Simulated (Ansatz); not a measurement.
Start from `FBOC[SiH3]` and change one atom or group to get `[NH2][GeH2][O]BF`.

Ansatz, PBE0-D4/def2-TZVP geometries, multiplicity 1. Each molecule was computed in one conformer, which needn't be the lowest.

Scalar relativity is left out up to krypton.

| property | `FBOC[SiH3]` |
| --- | --- |
| size of the dipole moment (PBE/def2-TZVPP) / D | 1.31 |
| HOMO energy (PBE/def2-TZVPP) / eV | -7.18 |
| LUMO energy (PBE0/def2-TZVPP) / eV | 0.27 |
| HOMO energy (PBE0/def2-TZVPP) / eV | -8.53 |
| size of the dipole moment (ωB97M-V/def2-TZVPP) / D | 1.31 |
| HOMO energy (ωB97M-V/def2-TZVPP) / eV | -10.82 |

**Question.** What does the change do to each property? (Estimate.)

**Answer.** The calculation gave: 
```
                                          property  `[NH2][GeH2][O]BF`  shift
    size of the dipole moment (PBE/def2-TZVPP) / D                2.43   1.12
                 HOMO energy (PBE/def2-TZVPP) / eV               -6.59   0.59
                LUMO energy (PBE0/def2-TZVPP) / eV                0.34   0.07
                HOMO energy (PBE0/def2-TZVPP) / eV               -8.07   0.46
size of the dipole moment (ωB97M-V/def2-TZVPP) / D                2.43   1.12
             HOMO energy (ωB97M-V/def2-TZVPP) / eV              -10.48   0.34
```

With PBE0 the HOMO rises by 0.46 eV and the LUMO rises by 0.07 eV, so the gap narrows by about 0.39 eV. PBE moves the HOMO by 0.59 eV and ωB97M-V by 0.34 eV. Dipoles are sizes alone; their direction can turn.
